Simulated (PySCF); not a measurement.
# Computed vibrations of YbH3(NH3)

YbH3(NH3) (singlet in the valence; each metal's 4f electrons, 13 of them, lie in its core potential, out of spins and levels). PySCF 2.14.0, RKS PBE0, Yb lcecp-1-SVP with ECP59, H def2-SVP, N def2-SVP; non-relativistic Hamiltonian with scalar-relativistic core potentials where named; density fitting; no spin-orbit coupling. Central differences of gradients.

```xyz
8

Yb    0.1244   -0.1244    0.1244
H     1.0614    1.3646    1.0614
H    -1.3646   -1.0614    1.0614
H     1.0614   -1.0614   -1.3646
N    -1.2764    1.2764   -1.2764
H    -1.8860    1.8860   -0.7262
H    -0.7262    1.8860   -1.8860
H    -1.8860    0.7262   -1.8860
```

Run from Python with OMP_NUM_THREADS=2. Where DIIS fails, smearing, a level shift and second-order steps follow.
It took 2.6 min on 2 threads of Intel(R) Xeon(R) Processor @ 2.50GHz (Skylake/Cascade Lake), with other jobs on the host.

Task: What are the harmonic wavenumbers and infrared intensities?

Result: Modes are labelled in C3v; negative numbers are unstable modes, those under 60 cm⁻¹ near the noise; a finer grid moves soft modes by up to 10 cm⁻¹.
| cm⁻¹ | km/mol | symmetry |
| --- | --- | --- |
| 56 | 0.0 | a2 |
| 152 | 2.7 | e |
| 152 | 2.7 | e |
| 254 | 405.9 | a1 |
| 350 | 468.4 | a1 |
| 530 | 16.9 | e |
| 530 | 16.9 | e |
| 563 | 149.1 | e |
| 563 | 149.1 | e |
| 1212 | 178.0 | a1 |
| 1418 | 866.2 | e |
| 1418 | 866.2 | e |
| 1490 | 28.8 | a1 |
| 1621 | 31.1 | e |
| 1621 | 31.1 | e |
| 3481 | 29.1 | a1 |
| 3605 | 51.5 | e |
| 3605 | 51.5 | e |

Task: Is this a minimum?

Result: Yes, within the noise of the softest modes. Ideal gas at 298.15 K and 1 bar: S = 332.6 J/(mol K), Cp = 93.0 J/(mol K), H − H(0 K) = 19.8 kJ/mol (rigid rotor, harmonic modes, spin degeneracy alone, that of the 4f electrons in the core included; the modes under 60 cm⁻¹ make these uncertain).

An lcecp potential fixes the number of 4f electrons, so in runs with it no electron can move into or out of that shell.
